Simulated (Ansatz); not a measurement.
Reaction (formal exchange of groups at a C–Si bond): `OC(O)(O)[SiH3]` + CH₄ → `CC(O)(O)O` + SiH₄

Program: Ansatz. Geometries: PBE0-D4/def2-TZVP. ΔE: electronic, gas phase. CCSD(T)/CBS adds triple-zeta CCSD(T) − MP2 to the extrapolated MP2 energy (def2 sets, frozen cores). This one scheme is used for every species. DFT in def2-TZVPP. One conformer a species, not always the lowest.

`OC(O)(O)[SiH3]`:

Z-matrix (Å, degrees):
```
C
O 1 1.397
O 1 1.380 2 108.5
O 1 1.412 2 105.1 3 119.8
Si 1 1.927 2 111.3 3 -118.6
H 2 0.963 1 107.4 3 -149.2
H 3 0.968 1 107.0 2 46.5
H 4 0.962 1 108.0 2 -175.0
H 5 1.482 1 110.6 2 64.5
H 5 1.485 1 107.1 2 -55.9
H 5 1.488 1 109.3 2 -174.0
```

CH₄:

Z-matrix (Å, degrees):
```
C
H 1 1.090
H 1 1.090 2 109.5
H 1 1.090 2 109.5 3 -120.0
H 1 1.090 2 109.5 3 120.0
```

`CC(O)(O)O`:

```xyz
11

C     1.010    0.505    0.280
C    -0.350   -0.089   -0.031
O    -0.135   -1.176   -0.885
O    -1.218    0.835   -0.608
O    -1.037   -0.482    1.114
H     1.650   -0.238    0.759
H     0.881    1.358    0.945
H     1.503    0.829   -0.638
H    -1.007   -1.544   -1.074
H    -0.806    1.139   -1.422
H    -0.491   -1.135    1.561
```

SiH₄:

Cartesian coordinates in Å:
```
Si 0.000 0.000 0.000
H -0.353 0.622 1.301
H -1.195 -0.015 -0.881
H 0.465 -1.391 0.227
H 1.082 0.784 -0.647
```

```csv
species,r2SCAN energy (Eh)
`OC(O)(O)[SiH3]`,-556.83791
CH₄,-40.50087
`CC(O)(O)O`,-305.48428
SiH₄,-291.85420
```

Q: Work out ΔE.

A: ΔE = (-305.48428) + (-291.85420) − (-556.83791) − (-40.50087) = 0.00030 Eh = +0.2 kcal/mol. CCSD(T)/CBS gives -0.7 kcal/mol.

Largest T1 diagnostic among the species: 0.012.

From PBE to PBE0 (25 % exact exchange), in def2-TZVPP and without D4, ΔE moves by −1.8 kcal/mol. In def2-TZVPP, CCSD(T) changes the Hartree–Fock value by +2.3 kcal/mol (the triples alone add +0.5 kcal/mol) and MP2 by +2.6 kcal/mol.
